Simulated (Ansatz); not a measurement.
Molecule: Si$_{2}$H$_{4}$ (charge 0, singlet). SMILES: [SiH][SiH3]
Geometry: optimised at B3LYP-D3(BJ)/def2-TZVP (Ansatz, a first-principles code).

Quantity: enthalpy of formation at 298 K, in kcal/mol. Conventions: LANL2DZ with its own core potentials from Na on; dispersion terms only where a functional's name holds one; open shells spin-unrestricted; no spin-orbit coupling; 6-311+G** with 5d, 6d on Na to Ar in Ansatz; non-relativistic; six Cartesian d functions in 6-31G* and its kin unless marked 5d. First-principles rows: single points at B3LYP-D3(BJ) geometries (Ansatz), with unscaled harmonic terms from B3LYP/6-31G* at its own minima, enthalpies of formation by atomisation with measured atoms.

```json
[
 {"level": "PBE/STO-3G", "program": "Ansatz", "enthalpy of formation at 298 K (kcal/mol)": "-89.1"},
 {"level": "PBE/3-21G", "program": "Ansatz", "enthalpy of formation at 298 K (kcal/mol)": "97.6"},
 {"level": "PBE/LANL2DZ", "program": "Ansatz", "enthalpy of formation at 298 K (kcal/mol)": "88.3"},
 {"level": "PBE/6-31G*", "program": "Ansatz", "enthalpy of formation at 298 K (kcal/mol)": "82.4"},
 {"level": "PBE/def2-SVP", "program": "Ansatz", "enthalpy of formation at 298 K (kcal/mol)": "81.7"},
 {"level": "PBE/6-311+G**", "program": "Ansatz", "enthalpy of formation at 298 K (kcal/mol)": "84.3"},
 {"level": "PBE/def2-TZVPD", "program": "Ansatz", "enthalpy of formation at 298 K (kcal/mol)": "79.8"}
]
```

No value to compare with is used here. The 6 habitual levels span -89.1 (PBE/STO-3G) to 97.6 kcal/mol (PBE/3-21G); PBE/def2-TZVPD gives 79.8.

The sets are all those run for this method; runs whose electronic state is in doubt are left out.
